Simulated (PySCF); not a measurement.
SiHF₂Br, SMILES F[SiH](F)Br.

Geometry optimised at ωB97X-D3(BJ)/def2-SVP.

These are PySCF with TDA-B3LYP/def2-SVPD values and carry that method's errors.

Vertical excitations.  State labels are in the subgroup Cs.

| state | symmetry | energy (eV) | λ (nm) | f | main pairs |
|---|---|---|---|---|---|
| S1 | A' | 7.51 | 165 | 0.044 | HOMO→LUMO 98 % |
| S2 | A" | 7.51 | 165 | 0.023 | HOMO−1→LUMO 97 % |
| S3 | A" | 7.85 | 158 | 0.001 | HOMO→LUMO+1 97 % |
| S4 | A' | 8.02 | 155 | 0.002 | HOMO−1→LUMO+1 69 %, HOMO→LUMO+2 27 % |
| S5 | A" | 8.18 | 152 | 0.004 | HOMO−1→LUMO+2 97 % |
| S6 | A' | 8.42 | 147 | 0.046 | HOMO→LUMO+2 62 %, HOMO−1→LUMO+1 17 %, HOMO−2→LUMO 14 % |
| S7 | A' | 8.66 | 143 | 0.043 | HOMO→LUMO+3 90 % |
| S8 | A" | 8.67 | 143 | 0.078 | HOMO−1→LUMO+3 98 % |
| S9 | A" | 9.25 | 134 | 0.014 | HOMO−2→LUMO+1 98 % |
| S10 | A' | 9.42 | 132 | 0.032 | HOMO→LUMO+4 66 %, HOMO−1→LUMO+5 15 %, HOMO−2→LUMO 10 % |
| T1 | A' | 6.95 | 178 | 0 | HOMO→LUMO 96 % |
| T2 | A" | 7.00 | 177 | 0 | HOMO−1→LUMO 96 % |
| T3 | A' | 7.57 | 164 | 0 | HOMO−1→LUMO+1 91 % |
| T4 | A" | 7.66 | 162 | 0 | HOMO→LUMO+1 94 % |
Triplets are in the Tamm–Dancoff approximation.
